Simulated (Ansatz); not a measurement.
C$_{2}$H$_{6}$AlN, relaxed with RKS PBE-D4/def2-SVP in the Gaussian-basis code of Ansatz from a rough embedded geometry. The force threshold is 0.03 eV/Å; the program also tests the step.

Total charge 0; spin multiplicity 1. The bonds changed during the relaxation, so this is another structure than the one it started from.

Start:

```xyz
10

N    -1.794   -0.645   -1.099
C    -0.964   -0.026   -0.360
C     0.382   -0.602   -0.264
Al    1.675    0.499    0.909
H    -2.798   -0.217   -1.183
H    -1.222    0.902    0.179
H     0.384   -1.630    0.150
H     0.913   -0.623   -1.282
H     1.329    0.443    2.541
H     2.095    1.900    0.408
```

Q: How much energy does the relaxation release, and in how many steps? (Best estimate.)

A: Ansatz gave: 173.49 kJ/mol, in 31 steps, 1 of them rejected.

Q: Which bonds change most? (Estimate.)

A: The calculation gave: N1–Al4 from 4.168 to 2.001 Å; C2–Al4 from 2.975 to 2.396 Å; N1–H5 from 1.095 to 1.025 Å; Al4–H9 from 1.669 to 1.605 Å.

Q: Give the relaxed structure. (Estimate.)

A: Ansatz gave: 
```xyz
10

N    -1.215    0.208    0.314
C    -0.662   -0.117   -0.838
C     0.698   -0.601   -0.716
Al    0.601    0.440    1.120
H    -2.188    0.529    0.324
H    -1.169    0.094   -1.809
H     0.749   -1.608   -0.251
H     1.337   -0.544   -1.612
H     0.901   -0.404    2.452
H     0.947    2.003    1.015
```
